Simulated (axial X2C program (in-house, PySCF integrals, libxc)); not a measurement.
# TaH along the bond: PBE0, scalar-relativistic

Calculated with an in-house all-electron X2C program for linear molecules (integrals from PySCF). Spin-free means the one-electron spin-free X2C Hamiltonian. Basis: Ta dyall-v3z [13s14p9d7f2g], H dyall-v3z [6s2p1d] (cores contracted in-house); Gaussian nuclei, density fitting, unrestricted open shells. Masses: Ta 180.948 u, H 1.008 u.

State: M_S = 2, Λ = 2 (beyond evenly filled blocks: σα, π+α, π-α, δ+α). Dipoles are positive if H is the positive end.

Results along the bond:

```
R (Å)   μ (D)  HOMO (eV)  LUMO (eV)   ⟨S²⟩
1.542  -1.558      -4.68      -2.20  6.008
1.613  -1.657      -4.74      -2.27  6.008
1.667  -1.738      -4.79      -2.32  6.009
1.720  -1.824      -4.84      -2.38  6.009
1.773  -1.915      -4.89      -2.43  6.010
1.835  -2.027      -4.95      -2.49  6.010
1.897  -2.145      -5.01      -2.55  6.011
1.977  -2.305      -5.09      -2.62  6.011
2.074  -2.510      -5.19      -2.71  6.012
2.216  -2.824      -5.34      -2.83  6.012
```

One determinant describes the state; a PBE0 search over occupations chose it and may have missed a lower one. Other states lie close and PBE0, whose exact exchange favours high spin, may order them wrongly; the determinant shown need not be the ground state. The nearest other spin-free determinant of the search, M_S = 2, Λ = 1, lies 0.03 eV up at the distance of the search. Without a current term, density functionals place determinants with orbital angular momentum somewhat too high. With spin–orbit coupling the lowest determinant has another configuration, so this spin-free state is a model.
